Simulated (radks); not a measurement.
Values are calculated unless marked as measured or tabulated.
Problem. Species: the hafnium ion Hf2.5+. Configuration: [Xe] 4f14 6s1.5 (fractional occupations, a model configuration). Code: a radial shooting solver on a logarithmic mesh with Libxc functionals. Model: scalar-relativistic Kohn-Sham, BLYP, spin-unpolarised, spherical densities, point nucleus. Some entries of the table are withheld. Estimate them.

orbital  occ.  eigenvalue (eV)  r(max) (bohr)
1s          2        -65320.89        0.01190
2s          2        -11192.38        0.06805
2p          6        -9830.391        0.05566
3s          2        -2569.578         0.1921
3p          6        -2162.796         0.1898
3d         10        -1681.527         0.1546
4s          2        -537.7690         0.4373
4p          6              (1)            (2)
4d         10        -232.0334         0.4709
5s          2         -92.3429          1.013
5p          6              (3)          1.152
4f         14         -42.2166         0.4544
6s        1.5         -23.6091          2.538

Solution. 
(1) 4p eigenvalue (eV): -404.3507
(2) 4p r(max) (bohr): 0.4581
(3) 5p eigenvalue (eV): -60.4129
